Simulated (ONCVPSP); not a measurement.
Which change was made? (Mn, ONCV)

- Element: Mn
- Generator: ONCVPSP 4.0.1
- Type: optimised norm-conserving Vanderbilt (ONCV)
- Functional: PBE
- Relativity: scalar-relativistic
- Frozen core: [Ar]
- Valence charge: 7
- Reference configuration: 3d5 4s2
- Partial waves: 4s: rc 2.20 bohr, ncon 4, nbas 8, qcut 2.7 1/bohr, 1 projector; p scattering state at 0.22 Ha: rc 1.90 bohr, ncon 4, nbas 7, qcut 3.8 1/bohr, 1 projector; 3d: rc 1.65 bohr, ncon 4, nbas 8, qcut 10.4 1/bohr, 3 projectors, debl 0.4 Ha
- Local potential: polynomial inside 1.55 bohr (lpopt 5, dvloc0 2 Ha)
- Core correction: none

Cutoffs, loose and tight: the cutoffs (Ha) at which the residual kinetic energy of the hardest occupied pseudo-wave falls to 1 and 0.1 mHa per electron. They do not see the model core or the augmentation charge, which bear on the density cutoff. Test errors are all-electron minus pseudo excitation energies from the reference, over the configurations 3d5 4s1; 3d5 4s0; 3d4 4s0; 3d5 4s0 4p1; variants that change the core or the reference have their own tests.

The base gives: outcome: generated; cutoff, loose: 39 Ha; cutoff, tight: 44 Ha; bound ghosts: none; GHOST(+) flags above zero: s; largest test error (meV): +259.

(1) After one change the result is: outcome: failed: ERROR pspot: first pseudo wave function has node, program will stop. Which change was it?
A. d: qcut 6.1
B. d: qcut 14.9
C. d: qcut 7.8

Answers

(1) B. The others give: d: qcut 7.8 → outcome: generated; cutoff, loose: 29 Ha; cutoff, tight: 75 Ha; bound ghosts: none; GHOST(+) flags above zero: s, d; largest test error (meV): +270 | d: qcut 6.1 → outcome: generated; cutoff, loose: 83 Ha; cutoff, tight: 106 Ha; bound ghosts: none; GHOST(+) flags above zero: s, d; largest test error (meV): +280.
